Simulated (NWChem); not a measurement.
System: MoH2S3O; SMILES [OH][Mo](=[S])(=[S])[SH]

```xyz
7

Mo    -0.0202    -0.0977    -0.1964
S      1.3010    -1.4774     0.6830
S     -1.9375    -0.2509     0.6421
O     -0.0376    -0.3438    -2.0355
H     -0.8131    -0.1621    -2.5832
S      0.6368     2.0517     0.3605
H      1.9589     1.8395     0.1494
```
Atoms are numbered in this order, from 1.

Results from NWChem. Coordinates come from a PBE0/def2-SVP (def2 core potentials past Kr) optimisation. No frequency run checked for a minimum.

For level Hartree-Fock/3-21G, non-relativistic:

```yaml
highest occupied level (eV): -10.29
orbital gap (eV): 8.85
dipole (D): 2.31
```

Q: How do the values read with level Hartree-Fock/STO-3G, non-relativistic instead?

A: 
- highest occupied level (eV): -6.19
- orbital gap (eV): 10.25
- dipole (D): 1.88
